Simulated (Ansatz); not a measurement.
CrF2O2 (SMILES [O]=[Cr](=[O])([F])[F]), singlet, at a GFN2-xTB geometry (such geometries of metal compounds can be far from the true shape). Base run: Ansatz (a program for electronic structure) with HF/def2-SV(P).

Here is a job for Ansatz.
Ansatz 0.2 input:
```yaml
crystal:
  periodic: [false, false, false]
  atoms:
    - {symbol: Cr, position_ang: [0.05209847, -0.00918190, 0.01711959]}
    - {symbol: O, position_ang: [1.23511899, -0.33445517, -0.92728600]}
    - {symbol: O, position_ang: [0.50205912, 0.02829272, 1.49812372]}
    - {symbol: F, position_ang: [-0.56708148, 1.48699299, -0.39379254]}
    - {symbol: F, position_ang: [-1.11600608, -1.19036352, -0.15927100]}
basis:
  gaussian:
    orbitals: def2-SV_P_.json
hamiltonian:
  xc: hf
```
The basis file holds def2-SV(P) in the JSON format of the Basis Set Exchange.

Each row names what was changed in the base input (with any setting that the change needs).

```csv
change,ΔE vs base (mEh)
base,0.000
symmetry_tolerance_ang = 0.01,0.000
occupation = up:A1:13 A2:3 B1:7 B2:6 down:A1:13 A2:3 B1:7 B2:6,318.6
occupation = up:A1:14 A2:1 B1:7 B2:7 down:A1:14 A2:1 B1:7 B2:7,259.9
occupation = up:A1:13 A2:2 B1:7 B2:7 down:A1:13 A2:2 B1:7 B2:7,0.000
occupation = up:A1:13 A2:2 B1:6 B2:8 down:A1:13 A2:2 B1:6 B2:8,241.6
occupation = up:A1:13 A2:1 B1:8 B2:7 down:A1:13 A2:1 B1:8 B2:7,430.6
```
